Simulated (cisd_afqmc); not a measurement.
Input (AFQMC/CISD/cc-pVTZ; cisd_afqmc is a phaseless AFQMC code with CISD trial states that reads the integrals written by Ansatz):

Ansatz 0.2 input:
```python
import cisd_afqmc

open("ham.yaml", "w").write("""\
crystal:
  periodic: [false, false, false]
  atoms:
    - {symbol: C, position_ang: [2.14963756, 0.12749262, -0.03369284]}
    - {symbol: C, position_ang: [0.67618288, -0.02949291, 0.06958819]}
    - {symbol: N, position_ang: [0.04692296, -0.76598187, 0.88500602]}
    - {symbol: C, position_ang: [-1.38454409, -0.59157300, 0.60867814]}
    - {symbol: C, position_ang: [-1.43825951, 0.41957604, -0.55915783]}
    - {symbol: O, position_ang: [-0.04504410, 0.71236213, -0.82312847]}
    - {symbol: H, position_ang: [2.42725524, 1.17167100, 0.12110708]}
    - {symbol: H, position_ang: [2.48796529, -0.15662726, -1.03176765]}
    - {symbol: H, position_ang: [2.63704898, -0.49604275, 0.71038775]}
    - {symbol: H, position_ang: [-1.83075405, -1.55361806, 0.35009688]}
    - {symbol: H, position_ang: [-1.89147641, -0.22505039, 1.50320544]}
    - {symbol: H, position_ang: [-1.87747738, 0.01278432, -1.46974380]}
    - {symbol: H, position_ang: [-1.93877063, 1.35384267, -0.30579416]}
basis:
  gaussian:
    orbitals: cc-pVTZ
magnetization: {spin_polarized: false}
correlation: {method: ccsd, electrons: outside_noble_gas, hamiltonian_folder: ham}
""")
rep = cisd_afqmc.ansatz("ham.yaml")
e_ccsd = rep["correlation"]["coupled_cluster"]["energy"]["hartree"]
out = cisd_afqmc.run("ham", e_ccsd, trial="CISD", walkers=1000, populations=1, threads=12, dt=0.005, steps=40, early=24, settle=10, least=100,
    cut=5e-5, rank_cut=2e-4, target=0.0007, seconds=1500, seed=4, memory=62639, gpu=True)
```

Output:

```
orbitals 272, occupied [17], factors 1546 of 1608, rank of the doubles 1138 of 4335
E(HF) = -284.952343
E(CCSD) on the cut factors = -286.081412, shift to the whole factors -0.000016
Energy of the trial state on the determinant = -286.081373
  tau behind 7.2 of longer steps, mean of the populations' last blocks
   2.0  -286.13420
   4.0  -286.13097
   6.0  -286.12779
   8.0  -286.12999
  10.0  -286.13410
  12.0  -286.12942
  14.0  -286.13570
  16.0  -286.13100
  18.0  -286.13460
  20.0  -286.12892
  22.0  -286.12872
  24.0  -286.13248
blocks 112 (0 outliers left out), error by blocks joined: 1: 0.00045, 2: 0.00053, 4: 0.00063, 8: 0.00070
E(AFQMC/CISD) = -286.13134 +/- 0.00070
```
